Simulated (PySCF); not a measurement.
Compound: C4H8BN.
SMILES: `C=C[BH2-][N+]#CC`

A PySCF run (density fitting, gas phase, GFN2-xTB geometry) gave HOMO -8.26 eV, LUMO 1.21 eV, dipole 7.05 D and E = -236.680 Eh.

Task: Which of these levels was it?
A. B97-D/MINI
B. wB97X-D/pcSseg-1
C. PW91/6-311+G(2d,p)
D. PBE0/6-311+G(2d,p)

Result: B. It is wB97X-D/pcSseg-1. All candidates on this geometry:

```json
{"level and settings": "B97-D/MINI", "kind": "GGA", "basis functions": "38", "SCF cycles": "14", "E (Eh)": "-234.6049", "HOMO (eV)": "-7.53", "LUMO (eV)": "-4.05", "dipole (D)": "6.57"}
{"level and settings": "PW91/6-311+G(2d,p), start guess sap", "kind": "GGA", "basis functions": "210", "SCF cycles": "17", "E (Eh)": "-236.7551", "HOMO (eV)": "-5.48", "LUMO (eV)": "-1.62", "dipole (D)": "6.42"}
{"level and settings": "PBE0/6-311+G(2d,p), start guess vsap", "kind": "global hybrid", "basis functions": "210", "SCF cycles": "15", "E (Eh)": "-236.5618", "HOMO (eV)": "-6.47", "LUMO (eV)": "-0.59", "dipole (D)": "6.82"}
{"level and settings": "wB97X-D/pcSseg-1, start guess vsap", "kind": "range-separated hybrid", "basis functions": "142", "SCF cycles": "13", "E (Eh)": "-236.6798", "HOMO (eV)": "-8.26", "LUMO (eV)": "1.21", "dipole (D)": "7.05"}
```

The nearest other candidate, by the summed differences of HOMO and LUMO, is PBE0/6-311+G(2d,p): its HOMO differs by +1.79 eV and its LUMO by -1.80 eV. B97-D and wB97X-D ran without the empirical dispersion term, which would shift the total energy alone. Cycle counts include a coarse-grid stage where the run had one. All basis functions are spherical, in the Pople sets too.

The values belong to the conformer `[CH2:1]=[CH:2][BH2-:3][N+:4]#[C:5][CH3:6]`: C1–C2–B3–N4 -1°.
